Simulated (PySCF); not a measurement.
Calculation: PySCF with PBE0-D3(BJ)/def2-TZVP. Gas-phase values, no solvent. One relaxed conformer stands for a flexible species; it need not be the lowest. Excitations are Tamm–Dancoff values on a coarser integration grid. The basis has no diffuse functions, so Rydberg states are missing or too high.

Reference species (SMILES): `C=C[SiH]=C` (C–C–Si–C torsion 15°) (neutral, multiplicity 1).

```
Item                   Result
-------------------  --------
T1 excitation (TDA)   2.27 eV
HOMO                 -6.20 eV
```

Changed species: `C=[SiH]CC` (C–Si–C–C torsion 1°) (X = ethyl; the reference has X = vinyl).

Task: Predict the effect on the T1 excitation (TDA) and HOMO.

Result: the T1 excitation (TDA) rises by 0.56 eV, to 2.83 eV; the HOMO stays essentially unchanged.
